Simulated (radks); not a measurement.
The numbers below are computed, except where a source is named.
All-electron atom: B II in [He] 2s1 6s1 (not the ground configuration).

Level of theory: non-relativistic Kohn-Sham, PBEsol, spin-polarised, spherical densities, point nucleus; open shells are filled with parallel spins first (a radial shooting solver on a logarithmic mesh with Libxc functionals).

Energy parts (Ry):
part                      energy
total                  -46.68022
kinetic                 46.54595
electron-nucleus      -102.51191
Hartree                 15.55463
exchange-correlation    -6.26888

Orbitals (lengths in bohr, moments of r in powers of bohr):
orbital,occ.,eigenvalue (Ry),<1/r>
1s up,1,-15.31438,4.652
1s down,1,-15.25880,4.650
2s up,1,-2.26440,0.8824
6s up,1,-0.12192,0.06683

The highest occupied level is 6s up at -1.659 eV. Spin moment in Bohr magnetons: 2. Summed over all electrons, <r^2> = 507.4 bohr^2, which gives a Langevin (diamagnetic) susceptibility term of -402 x 10^-6 cm^3/mol. The spin density at the nucleus is 2.489 e/bohr^3 (1s 0.055, 2s 2.395, 6s 0.039), a Fermi contact field of 130 T. The density falls to 0.001 e/bohr^3 at r = 2.91 bohr. Virial ratio -V/T = 2.00288.
